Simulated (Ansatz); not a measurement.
A single point on CH3GeNO, SMILES `N=[C]1[O][GeH2]1`.

```yaml
crystal:
  periodic: [false, false, false]
  atoms:
    - {symbol: N, position_ang: [-0.997730, -1.700466, -0.321931]}
    - {symbol: C, position_ang: [-0.230481, -0.774948, -0.001614]}
    - {symbol: O, position_ang: [0.855390, -0.701493, 0.722932]}
    - {symbol: Ge, position_ang: [0.432385, 1.043602, 0.051267]}
    - {symbol: H, position_ang: [-1.762181, -1.393980, -0.910742]}
    - {symbol: H, position_ang: [0.170063, 1.958713, 1.250839]}
    - {symbol: H, position_ang: [1.593654, 1.500372, -0.836452]}
basis:
  gaussian: {orbitals: def2-QZVPP}
correlation: {method: mp2}
```

```sh
$ ansatz run in.yaml --threads 2 --pin off --events-out ev --progress --plain --max-ram 4352MiB
```

Output, abridged:

```
Functional definition: HF
2197 factors; integrals over basis functions are off by at most 7.2e-4 eV
mean field evaluation 1: about -61067.0317 eV, gradient 4.5e1 eV
mean field evaluation 2: about -61067.1432 eV, gradient 4.5e1 eV
mean field evaluation 4: about -61071.5521 eV, gradient 4.6e0 eV
mean field evaluation 8: about -61071.6299 eV, gradient 6.2e-1 eV
mean field evaluation 16: about -61071.6330 eV, gradient 3.1e-6 eV
mean field -61071.63302281 eV, -2244.3411177485 hartree, gradient 3.1e-6 eV, S^2 0.000000; 0 other end points of the search recorded, 0 dependent functions left out
12 core orbitals not correlated: weight in the atoms' cores, before any rotation towards them, 1.000 or more for the frozen orbitals, at most 0.000 for the correlated occupied ones
reference -61071.63302281 eV, -2244.3411177485 hartree; 16, 16 occupied and 322, 322 virtual orbitals, 2197 factors
second order -31.48983471 eV of doubles, -0.00000000 eV of singles
Total energy: -61103.12285752 eV, -2245.4983478295 hartree
```

Run time 20 s (2 threads of an Arm Neoverse V1 on a shared host); peak host memory 1.4 GiB.
